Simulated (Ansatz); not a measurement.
H₈N₂OSi₂ (`N[SiH2]N[SiH2]O`). Total charge 0; spin multiplicity 1. All single points use the PBE0-D4/def2-TZVP geometry. It is one conformer, not always the lowest.

```xyz
13

N     0.582   -1.557    1.802
Si    0.181   -1.325    0.153
N    -0.704    0.143   -0.033
Si   -0.545    1.384   -1.211
O     0.008    2.814   -0.608
H     0.608   -2.486    2.188
H     1.187   -0.927    2.302
H     1.327   -1.184   -0.788
H    -0.588   -2.548   -0.202
H    -1.449    0.269    0.640
H     0.375    0.851   -2.248
H    -1.866    1.748   -1.773
H     0.884    2.817   -0.220
```

What is the dipole moment at PBE/def2-TZVPP? (Best estimate.)

Computed: 2.59 D, with components (1.22, -0.86, 2.12) D in this frame, pointing from negative to positive charge.

And with r2SCAN, B3LYP, ωB97M-V? (Best estimate.)

Ansatz gave: r2SCAN 2.61 D, B3LYP 2.56 D, ωB97M-V 2.59 D.

Give the Mulliken charges with PBE, B3LYP, r2SCAN in def2-TZVPP. (Estimate.)

Ansatz gave: 
```csv
atom,PBE,B3LYP,r2SCAN
N1,-0.39,-0.41,-0.46
Si2,0.36,0.47,0.50
N3,-0.28,-0.34,-0.40
Si4,0.40,0.50,0.53
O5,-0.35,-0.39,-0.41
H6,0.15,0.14,0.16
H7,0.14,0.13,0.15
H8,-0.09,-0.11,-0.11
H9,-0.09,-0.10,-0.10
H10,0.13,0.12,0.14
H11,-0.09,-0.10,-0.10
H12,-0.08,-0.09,-0.09
H13,0.18,0.18,0.19
```

B3LYP here is the variant with VWN-RPA as its local correlation; programs differ in this.
